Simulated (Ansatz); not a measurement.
Program: Ansatz. Geometries: PBE0-D4/def2-TZVP. ΔE: electronic, gas phase. CCSD(T)/CBS is the MP2 limit (def2-TZVPP, def2-QZVPP) plus CCSD(T) − MP2 in def2-TZVPP, frozen cores. Double bonds are as drawn, so ΔE can hold a change between cis and trans. DFT in def2-TZVPP. B3LYP here is the variant with VWN-RPA as its local correlation; programs differ in this. Elements past krypton have def2 core potentials. For I outer-core shells are correlated without core-valence functions, which leaves a few kJ/mol of doubt a bond. One conformer a species, not always the lowest.

`O/C=C/[SiH2][SiH3]` + HI → `O/C=C\I` + disilane  (substitution at a C–Si bond)

(1) Is it downhill or uphill in electronic energy at CCSD(T)/CBS, and by how much? (Best estimate.)

(2) What do these levels give: PBE0-D4, ωB97M-V, B2PLYP, PBE, r2SCAN, PBE0, B3LYP, SCS-MP2/def2-TZVPP, CCSD/def2-TZVPP, HF/def2-QZVPP, SCS-MP2/def2-QZVPP, MP2/CBS(def2)? (An estimate is asked.)

Largest T1 diagnostic among the species: 0.013.

## Answers

(1) Computed: Uphill: ΔE = +34.6 kJ/mol.

(2) Computed: PBE0-D4 37.7, ωB97M-V 40.6, B2PLYP 36.3, PBE 32.6, r2SCAN 37.3, PBE0 37.0, B3LYP 37.2, SCS-MP2/def2-TZVPP 34.6, CCSD/def2-TZVPP 40.1, HF/def2-QZVPP 46.3, SCS-MP2/def2-QZVPP 33.4, MP2/CBS(def2) 31.0 kJ/mol.

From PBE to PBE0 (25 % exact exchange), in def2-TZVPP and without D4, ΔE moves by +4.3 kJ/mol. In def2-TZVPP, CCSD(T) changes the Hartree–Fock value by −9.4 kJ/mol (the triples alone add −2.8 kJ/mol) and MP2 by −13.0 kJ/mol.
